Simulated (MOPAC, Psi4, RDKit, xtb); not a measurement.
Torsional profile of SMILES C#C[SiH2][SiH2]Br (C2H5BrSi2). Scanned: dihedral C2–Si3–Si4–Br5; all other coordinates were relaxed at B3LYP-D3(BJ)/def2-SVP. Points at φ and −φ are mirror images. Heavy atoms are numbered in the order of the SMILES C#C[SiH2][SiH2]Br, hydrogens after them in the order of the atoms that carry them; the mirror image has the same energies with the sign of each dihedral reversed.

Computed with: PM6, restricted, heats of formation // B3LYP-D3(BJ)/def2-SVP (MOPAC); GFN1-xTB // B3LYP-D3(BJ)/def2-SVP (xtb); UFF // B3LYP-D3(BJ)/def2-SVP (RDKit); MP2/cc-pVTZ = DF-MP2 (frozen core)/cc-pVTZ // B3LYP-D3(BJ)/def2-SVP (Psi4 1.11).

Energies relative to the lowest point of each profile, in kcal/mol; the last columns give the difference from MP2:

| φ / ° | PM6 | GFN1-xTB | UFF | MP2/cc-pVTZ | PM6 − MP2/cc-pVTZ | GFN1-xTB − MP2/cc-pVTZ | UFF − MP2/cc-pVTZ |
|---|---|---|---|---|---|---|---|
| -150 | 0.51 | 0.34 | 0.88 | 0.65 | -0.14 | -0.31 | 0.23 |
| -120 | 1.03 | 0.70 | 1.76 | 1.36 | -0.33 | -0.66 | 0.40 |
| -90 | 0.55 | 0.47 | 0.80 | 0.78 | -0.23 | -0.31 | 0.02 |
| -60 | 0.10 | 0.17 | 0.00 | 0.17 | -0.06 | 0.00 | -0.17 |
| -30 | 0.54 | 0.41 | 0.95 | 0.85 | -0.31 | -0.44 | 0.10 |
| 0 | 0.97 | 0.63 | 1.94 | 1.51 | -0.54 | -0.87 | 0.43 |
| 30 | 0.54 | 0.41 | 0.95 | 0.85 | -0.31 | -0.44 | 0.10 |
| 60 | 0.10 | 0.17 | 0.00 | 0.17 | -0.06 | 0.00 | -0.17 |
| 90 | 0.55 | 0.47 | 0.80 | 0.78 | -0.23 | -0.31 | 0.02 |
| 120 | 1.03 | 0.70 | 1.76 | 1.36 | -0.33 | -0.66 | 0.40 |
| 150 | 0.51 | 0.34 | 0.88 | 0.65 | -0.14 | -0.31 | 0.23 |
| 180 | 0.00 | 0.00 | 0.06 | 0.00 | 0.00 | 0.00 | 0.06 |

PM6 is furthest from MP2/cc-pVTZ at 0 (-0.54 kcal/mol, below); its mean absolute difference over the points is 0.22 kcal/mol.

GFN1-xTB is furthest from MP2/cc-pVTZ at 0 (-0.87 kcal/mol, below); its mean absolute difference over the points is 0.36 kcal/mol.

UFF is furthest from MP2/cc-pVTZ at 0 (0.43 kcal/mol, above); its mean absolute difference over the points is 0.19 kcal/mol.
